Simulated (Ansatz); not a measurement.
HITe (SMILES [TeH]I) moved off its minimum; all values from Ansatz (a quantum-chemistry and plane-wave program), cores frozen in correlated methods. Elements past Kr take the def2 small-core potentials, without spin–orbit coupling.
(charge 0, multiplicity 1)
```xyz
3

Te     0.4417     0.9376     0.9356
H      0.7122     2.0880    -0.2655
I     -0.4755    -0.9276    -0.9194
```

Forces at MP2/def2-TZVPPD (eV/Å):

```json
[
 {"atom": "Te1", "Fx": "-0.173", "Fy": "-0.155", "Fz": "-0.925"},
 {"atom": "H2", "Fx": "-0.081", "Fy": "-0.358", "Fz": "0.399"},
 {"atom": "I3", "Fx": "0.254", "Fy": "0.512", "Fz": "0.525"}
]
```

### Question
Give the forces (eV/Å), the total energy and the dipole at CCSD(T)/def2-TZVPPD.

### Answer

| atom | Fx | Fy | Fz |
|---|---|---|---|
| Te1 | -0.119 | -0.108 | -0.630 |
| H2 | -0.049 | -0.227 | 0.274 |
| I3 | 0.167 | 0.335 | 0.356 |
Energy -564.5824 hartree, dipole 1.16 D.
